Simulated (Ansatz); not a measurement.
Born–Oppenheimer molecular dynamics of CH6BFS (10 atoms, charge 0, multiplicity 1). It starts at the highest image of a converged band, a first-order saddle point between two minima.

All numbers below come from RKS B3LYP/def2-SVP in Ansatz 0.2.0.

| Item | Value |
| --- | --- |
| ensemble | NVE (velocity Verlet) |
| time step | 0.5 fs |
| steps asked | 200 |
| starting velocities drawn for | 300 K |
| seed | 2746 |

Frames 1 fs apart, positions in Å, forces in eV/Å.

Velocities at 25 fs (Å/ps):

```
B -0.62 -12.62 -2.39
F 0.79 -9.00 -2.07
C -1.23 -1.09 0.52
H -1.55 -4.81 -9.25
H 24.57 12.40 7.00
H -0.61 19.45 -10.70
H -1.33 -3.52 12.01
S -0.11 5.81 3.11
H 12.45 9.25 -10.52
H -23.54 100.26 -29.07
```

```xyz
10
Properties=species:S:1:pos:R:3:forces:R:3 time_fs=25 energy_less_start_eV=-0.639 T=919
B -0.013 0.073 0.173 0.55 1.38 -3.27
F -0.045 -0.469 1.339 0.06 -2.11 2.93
C 1.396 0.068 -0.645 0.91 0.84 1.44
H 1.539 -0.972 -0.966 0.21 -0.23 -0.11
H 1.511 0.710 -1.538 -0.41 -0.11 0.06
H 2.301 0.361 0.034 -1.29 -0.67 -0.86
H -1.055 0.119 -0.451 -0.08 -0.16 -0.09
S -0.203 2.206 0.930 0.11 1.08 1.32
H 1.107 2.432 1.189 0.06 0.10 -0.21
H -0.398 2.077 2.317 -0.12 -0.10 -1.21
10
Properties=species:S:1:pos:R:3:forces:R:3 time_fs=26 energy_less_start_eV=-0.670 T=948
B -0.013 0.061 0.170 0.57 1.34 -3.01
F -0.044 -0.478 1.338 0.10 -2.06 2.81
C 1.395 0.067 -0.644 0.92 0.80 1.07
H 1.539 -0.978 -0.975 0.22 0.02 -0.02
H 1.534 0.722 -1.531 -0.58 -0.24 0.09
H 2.294 0.377 0.020 -1.14 -0.78 -0.62
H -1.056 0.115 -0.439 -0.17 -0.16 -0.19
S -0.203 2.212 0.934 0.46 1.29 0.43
H 1.119 2.442 1.177 -0.21 0.04 -0.20
H -0.422 2.176 2.283 -0.17 -0.24 -0.37
10
Properties=species:S:1:pos:R:3:forces:R:3 time_fs=27 energy_less_start_eV=-0.683 T=961
B -0.013 0.050 0.163 0.55 1.18 -2.54
F -0.043 -0.489 1.338 0.13 -1.90 2.47
C 1.395 0.067 -0.642 0.66 0.58 0.52
H 1.540 -0.983 -0.985 0.21 0.28 0.08
H 1.550 0.732 -1.523 -0.72 -0.32 0.07
H 2.277 0.386 -0.001 -0.71 -0.76 -0.17
H -1.060 0.109 -0.430 -0.22 -0.14 -0.27
S -0.203 2.218 0.937 0.78 1.35 -0.57
H 1.129 2.452 1.164 -0.43 -0.01 -0.15
H -0.448 2.273 2.246 -0.26 -0.26 0.56
10
Properties=species:S:1:pos:R:3:forces:R:3 time_fs=28 energy_less_start_eV=-0.673 T=952
B -0.013 0.041 0.154 0.48 0.91 -1.93
F -0.042 -0.500 1.339 0.17 -1.65 1.97
C 1.395 0.067 -0.640 0.09 0.25 -0.14
H 1.544 -0.986 -0.994 0.18 0.47 0.16
H 1.561 0.738 -1.514 -0.81 -0.33 -0.02
H 2.253 0.387 -0.023 0.01 -0.59 0.45
H -1.065 0.102 -0.423 -0.22 -0.12 -0.32
S -0.203 2.225 0.940 0.99 1.27 -1.35
H 1.136 2.462 1.149 -0.55 -0.03 -0.08
H -0.476 2.368 2.214 -0.33 -0.17 1.25
10
Properties=species:S:1:pos:R:3:forces:R:3 time_fs=29 energy_less_start_eV=-0.657 T=937
B -0.012 0.032 0.144 0.34 0.58 -1.24
F -0.041 -0.513 1.342 0.19 -1.36 1.36
C 1.395 0.068 -0.638 -0.63 -0.11 -0.78
H 1.549 -0.984 -1.002 0.15 0.54 0.21
H 1.563 0.741 -1.506 -0.84 -0.28 -0.14
H 2.229 0.383 -0.040 0.84 -0.32 1.13
H -1.073 0.094 -0.418 -0.16 -0.10 -0.33
S -0.202 2.232 0.943 0.96 1.15 -1.58
H 1.137 2.471 1.133 -0.55 -0.02 0.02
H -0.508 2.462 2.193 -0.30 -0.07 1.36
10
Properties=species:S:1:pos:R:3:forces:R:3 time_fs=30 energy_less_start_eV=-0.661 T=941
B -0.010 0.023 0.132 0.15 0.23 -0.53
F -0.040 -0.526 1.345 0.21 -1.04 0.71
C 1.395 0.068 -0.636 -1.17 -0.32 -1.17
H 1.556 -0.977 -1.007 0.12 0.45 0.19
H 1.557 0.742 -1.498 -0.81 -0.18 -0.28
H 2.213 0.376 -0.047 1.42 -0.10 1.59
H -1.082 0.084 -0.418 -0.05 -0.08 -0.31
S -0.201 2.240 0.946 0.66 1.10 -1.22
H 1.133 2.481 1.118 -0.42 0.02 0.13
H -0.542 2.554 2.185 -0.12 -0.10 0.88
10
Properties=species:S:1:pos:R:3:forces:R:3 time_fs=31 energy_less_start_eV=-0.691 T=969
B -0.009 0.015 0.120 -0.08 -0.11 0.15
F -0.039 -0.539 1.348 0.23 -0.72 0.08
C 1.395 0.069 -0.636 -1.14 -0.22 -1.05
H 1.564 -0.966 -1.011 0.11 0.23 0.13
H 1.544 0.741 -1.494 -0.72 -0.05 -0.37
H 2.210 0.368 -0.039 1.39 -0.05 1.55
H -1.091 0.074 -0.420 0.10 -0.06 -0.27
S -0.200 2.248 0.948 0.14 1.18 -0.56
H 1.125 2.490 1.104 -0.19 0.09 0.23
H -0.577 2.646 2.186 0.17 -0.28 0.11
10
Properties=species:S:1:pos:R:3:forces:R:3 time_fs=32 energy_less_start_eV=-0.714 T=990
B -0.007 0.006 0.108 -0.30 -0.44 0.77
F -0.038 -0.553 1.352 0.23 -0.43 -0.49
C 1.393 0.069 -0.636 -0.55 0.14 -0.48
H 1.573 -0.953 -1.013 0.11 -0.08 0.03
H 1.523 0.739 -1.492 -0.58 0.06 -0.40
H 2.220 0.359 -0.017 0.75 -0.17 1.01
H -1.100 0.064 -0.424 0.24 -0.04 -0.21
S -0.199 2.256 0.950 -0.44 1.31 0.07
H 1.116 2.501 1.092 0.10 0.17 0.32
H -0.611 2.734 2.187 0.46 -0.53 -0.61
10
Properties=species:S:1:pos:R:3:forces:R:3 time_fs=33 energy_less_start_eV=-0.690 T=967
B -0.006 -0.002 0.097 -0.49 -0.73 1.30
F -0.036 -0.567 1.355 0.22 -0.16 -0.99
C 1.390 0.069 -0.636 0.22 0.56 0.22
H 1.583 -0.941 -1.016 0.10 -0.37 -0.07
H 1.498 0.738 -1.495 -0.42 0.13 -0.33
H 2.237 0.348 0.015 -0.11 -0.31 0.25
H -1.106 0.053 -0.431 0.35 -0.01 -0.16
S -0.198 2.264 0.951 -0.94 1.43 0.51
H 1.107 2.513 1.083 0.36 0.24 0.38
H -0.640 2.818 2.183 0.70 -0.78 -1.12
10
Properties=species:S:1:pos:R:3:forces:R:3 time_fs=34 energy_less_start_eV=-0.629 T=909
B -0.006 -0.012 0.087 -0.59 -0.99 1.74
F -0.035 -0.582 1.358 0.20 0.06 -1.40
C 1.388 0.069 -0.637 0.84 0.82 0.73
H 1.593 -0.932 -1.018 0.08 -0.53 -0.13
H 1.468 0.738 -1.501 -0.24 0.14 -0.18
H 2.253 0.335 0.050 -0.81 -0.37 -0.44
H -1.109 0.042 -0.439 0.41 0.01 -0.11
S -0.198 2.273 0.953 -1.25 1.52 0.75
H 1.101 2.528 1.078 0.51 0.30 0.41
H -0.663 2.894 2.168 0.84 -0.97 -1.37
10
Properties=species:S:1:pos:R:3:forces:R:3 time_fs=35 energy_less_start_eV=-0.579 T=862
B -0.005 -0.022 0.078 -0.61 -1.20 2.08
F -0.033 -0.596 1.360 0.17 0.25 -1.72
C 1.387 0.071 -0.636 1.17 0.82 0.93
H 1.605 -0.928 -1.023 0.03 -0.50 -0.13
H 1.435 0.740 -1.508 -0.06 0.10 0.02
H 2.262 0.318 0.080 -1.21 -0.31 -0.91
H -1.108 0.031 -0.448 0.41 0.02 -0.08
S -0.197 2.283 0.956 -1.29 1.55 0.80
H 1.101 2.545 1.077 0.50 0.31 0.41
H -0.677 2.961 2.140 0.89 -1.05 -1.40
10
Properties=species:S:1:pos:R:3:forces:R:3 time_fs=36 energy_less_start_eV=-0.577 T=859
B -0.006 -0.033 0.072 -0.52 -1.37 2.31
F -0.031 -0.610 1.361 0.13 0.41 -1.95
C 1.386 0.072 -0.635 1.22 0.58 0.85
H 1.617 -0.929 -1.028 -0.07 -0.29 -0.07
H 1.403 0.742 -1.515 0.12 0.04 0.24
H 2.259 0.298 0.102 -1.30 -0.16 -1.14
H -1.103 0.020 -0.458 0.34 0.04 -0.06
S -0.197 2.293 0.958 -1.07 1.50 0.69
H 1.105 2.565 1.080 0.32 0.28 0.37
H -0.684 3.018 2.099 0.84 -1.02 -1.23
```

Of the whole run (100 fs, mean temperature of the second half 1112 K): The conserved energy stayed within 0.21 meV per atom of its start (net change 0.08 meV per atom), so the integration is sound. The kinetic energy rose, since the run started high on the potential surface and went downhill. It ends in pieces (CH4BF + H2S), so much of that is their flight and rotation, not heat. A run of 0.1 ps of so small a system gives no equilibrium averages. The orbitals stay closed-shell, which can raise the energy where a bond breaks towards radicals; this wasn't checked here.

Time of the run: 5.5 min on 2 threads of Arm Neoverse V2 (shared host), peak memory 0.17 GiB.
